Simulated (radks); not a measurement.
Question: Species: Os IV. Configuration: [Xe] 4f14 5d5. All-electron calculation, Dirac Kohn-Sham, PBE, spin-unpolarised, spherical densities, finite nucleus; open shells fill j = l - 1/2 first; Fermi nuclear charge, rms radius 5.4126 fm. Program: a radial shooting solver on a logarithmic mesh with Libxc functionals. Some entries of the table are withheld. Estimate them.

| orbital | occ. | eigenvalue (hartree) | <r> (bohr) | <1/r> (bohr^-1) |
|---|---|---|---|---|
| 1s1/2 | 2 | -2710.844 | 0.01774 | (1) |
| 2s1/2 | 2 | -472.7243 | 0.07427 | 22.09 |
| 2p1/2 | 2 | -452.7445 | 0.06130 | 22.06 |
| 2p3/2 | 4 | -396.4759 | 0.06950 | 18.31 |
| 3s1/2 | 2 | -110.8579 | 0.1934 | 8.111 |
| 3p1/2 | 2 | -101.8965 | 0.1835 | 8.027 |
| 3p3/2 | 4 | -89.62598 | 0.1986 | 7.055 |
| 3d3/2 | 4 | (2) | 0.1734 | 6.951 |
| 3d5/2 | 6 | (3) | 0.1781 | 6.724 |
| 4s1/2 | 2 | (4) | 0.4317 | 3.417 |
| 4p1/2 | 2 | -20.50739 | 0.4357 | (5) |
| 4p3/2 | 4 | -17.62530 | 0.4692 | (6) |
| 4d3/2 | 4 | -11.43902 | 0.4824 | 2.760 |
| 4d5/2 | 6 | -10.90512 | 0.4937 | 2.680 |
| 5s1/2 | 2 | -4.46458 | 1.005 | 1.351 |
| 5p1/2 | 2 | -3.30014 | 1.094 | 1.225 |
| 4f5/2 | 6 | -3.07697 | 0.5520 | 2.258 |
| 4f7/2 | 8 | -2.97381 | 0.5602 | 2.226 |
| 5p3/2 | 4 | -2.84579 | 1.190 | 1.106 |
| 5d3/2 | 4 | -1.30296 | 1.588 | 0.8151 |
| 5d5/2 | 1 | -1.25653 | 1.634 | 0.7901 |
| 6s1/2 | 0 | -1.11308 | 2.468 | 0.5191 |
| 6p1/2 | 0 | -0.85335 | (7) | 0.4455 |
| 6p3/2 | 0 | -0.79039 | (8) | 0.4146 |

Answer: 
(1) 1s1/2 <1/r> (bohr^-1): 90.41
(2) 3d3/2 eigenvalue (hartree): -74.57861
(3) 3d5/2 eigenvalue (hartree): -71.92052
(4) 4s1/2 eigenvalue (hartree): -24.27253
(5) 4p1/2 <1/r> (bohr^-1): 3.308
(6) 4p3/2 <1/r> (bohr^-1): 2.970
(7) 6p1/2 <r> (bohr): 2.854
(8) 6p3/2 <r> (bohr): 3.052
